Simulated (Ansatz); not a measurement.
Basis-set series for `BC(C)[SiH3]`. Charge 0, multiplicity 1. All single points use the PBE0-D4/def2-TZVP geometry.

```tsv
functional	basis	functions	energy (Eh)	HOMO (eV)	LUMO (eV)
PBE0-D4	def2-TZVPP	261	-395.73356	-8.36	-1.34
PBE0-D4	def2-QZVPP	511	-395.74996	-8.36	-1.36
ωB97M-V	def2-TZVPP	261	-395.89257	-10.58	0.53
ωB97M-V	def2-QZVPP	511	-395.90800	-10.58	0.43
```

(1) Give the rows for def2-SVP. (Best estimate.)

Answers

(1) Ansatz gave: 
```tsv
functional	basis	functions	energy (Eh)	HOMO (eV)	LUMO (eV)
PBE0-D4	def2-SVP	105	-395.51755	-8.37	-1.24
ωB97M-V	def2-SVP	105	-395.66612	-10.56	0.77
```

Positive LUMOs are unbound and depend on the basis.
